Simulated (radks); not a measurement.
Numerical settings for the thulium ion Tm3+, [Xe] 4f12. Calculated with a radial shooting solver on a logarithmic mesh with Libxc functionals: Dirac Kohn-Sham, BLYP, spin-unpolarised, spherical densities, finite nucleus; open shells are shared between the two j in proportion to 2j + 1; Fermi nuclear charge, rms radius 5.2256 fm. The defaults (mesh step 0.008 in ln r, mesh end at 40 bohr or more with all orbitals vanishing there, Anderson mixing 0.5 over 9 steps, residual threshold near 1e-9 with the energy settled to 1e-9 hartree or 1e-11 of itself, here a cap of 75 iterations) give E = -13579.9240 hartree and 4f7/2 at -34.954 eV in 15 iterations. Run on one thread of a shared host, so times are rough (Arm Neoverse V2): 0.15 s of CPU time, 0.15 s wall, 15 iterations on 2213 mesh points. Changes against that run (0 stands for a change within the tolerance of the run):

| setting | iterations | converged | E (mhartree) | e(4f7/2) (meV) | CPU (s) |
|---|---|---|---|---|---|
| mesh step in ln r 0.05 | 15 | yes | +0.0855 | -0.054 | 0.03 |
| mesh step in ln r 0.12 | 4 | no | diverged | - | 0.01 |
| mesh step in ln r 0.08 | 2 | no | diverged | - | 0.01 |
| mesh end (bohr) 2 | 16 | yes | +5.5e+03 | +2.91e+04 | 0.15 |
| mesh end (bohr) 8 | 15 | yes | 0 | +0.00908 | 0.14 |
| residual threshold 1e-16 | 75 | no | 0 | 0 | 0.35 |
| residual threshold 1e-13 | 75 | no | 0 | 0 | 0.34 |
| mixing 0.2 | 20 | yes | 0 | 0 | 0.18 |
| linear mixing, mixing 0.2 | 75 | no | 0 | 0 | 0.49 |
| linear mixing, mixing 0.05 | 75 | no | +0.138 | -416 | 0.63 |
| mixing history 20 | 22 | yes | 0 | 0 | 0.19 |
| iteration cap 8 | 8 | no | +0.0314 | +80.6 | 0.09 |

Settings that end as converged yet miss the energy by more than 1 mhartree: mesh end (bohr) 2 (+5.5 hartree). A mesh that ends early acts as a hard wall.
